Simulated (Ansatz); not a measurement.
Cost and result for the atomization energy of C3H10B2 (`BCBCC`) (15 atoms, 14 bonds).

```xyz
15

B     1.853    1.792   -0.073
C     0.911    1.030   -1.031
B    -0.271    0.441   -0.189
C    -0.542   -1.091   -0.106
C    -1.471   -1.578    0.999
H     2.946    1.378    0.188
H     1.482    2.800    0.457
H     1.402    0.284   -1.659
H     0.409    1.804   -1.635
H    -1.004    1.212    0.373
H     0.404   -1.647   -0.107
H    -0.979   -1.327   -1.092
H    -2.430   -1.056    0.964
H    -1.672   -2.650    0.925
H    -1.040   -1.393    1.986
```

The species carries charge 0 and has multiplicity 1. Geometry: relaxed with PBE0-D4/def2-TZVP. It is one conformer, not always the lowest. Program: Ansatz. All runs use 4 threads of an Arm Neoverse V1 on a shared host. Times are those of one run each, without the atoms' runs, and a repeat can differ threefold. Electronic energies, without spin–orbit coupling; frozen cores. CCSD(T)/CBS adds CCSD(T) − MP2 in def2-TZVPP to the MP2 limit, and its time is that of the two runs behind it. T1 = 0.011. B3LYP takes the VWN-RPA correlation (the form of Gaussian; ORCA's B3LYP/G).

CCSD(T)/CBS is a level of theory with its own doubt, some kJ/mol a heavy atom from the limit and from the frozen cores, so smaller differences don't rank the functionals.

```
                             level  functions  wall time  atomization (kcal/mol)  difference from CCSD(T)/CBS  per bond
   PBE-D4/def2-TZVPP (with forces)        295      3.1 s                  1383.0                         24.8       1.8
                PBE0-D4/def2-TZVPP        295      3.3 s                  1373.3                         15.1       1.1
r2SCAN-D4/def2-TZVPP (with forces)        295      5.5 s                  1371.4                         13.2       0.9
 B3LYP-D4/def2-TZVPP (with forces)        295        6 s                  1369.0                         10.8       0.8
                 B2PLYP/def2-TZVPP        295      6.5 s                  1354.2                         -4.0      -0.3
                ωB97X-V/def2-TZVPP        295        9 s                  1365.8                          7.6       0.5
  ωB97M-V/def2-TZVPP (with forces)        295       13 s                  1369.3                         11.1       0.8
                    MP2/def2-QZVPP        585       34 s                  1359.6                          1.4       0.1
                CCSD(T)/def2-TZVPP        295     13 min                  1332.6                        -25.6      -1.8
                 CCSD(T)/CBS(def2)          –     14 min                  1358.2                          0.0       0.0
```

The D4 term adds +9.1 kcal/mol with B3LYP and +4.8 kcal/mol with PBE0; it sums over pairs of atoms, weighted by their polarisabilities, and B3LYP, whose exchange is more repulsive, gets the larger term. In def2-TZVPP, CCSD(T) changes the Hartree–Fock value by +267.4 kcal/mol (the triples alone add +13.2 kcal/mol) and MP2 by +279.3 kcal/mol; breaking electron pairs costs correlation energy, which Hartree–Fock lacks. From PBE to PBE0 (25 % exact exchange), in def2-TZVPP and without D4, the atomization energy moves by −8.9 kcal/mol: exact exchange takes away binding that semilocal exchange gives to molecules.
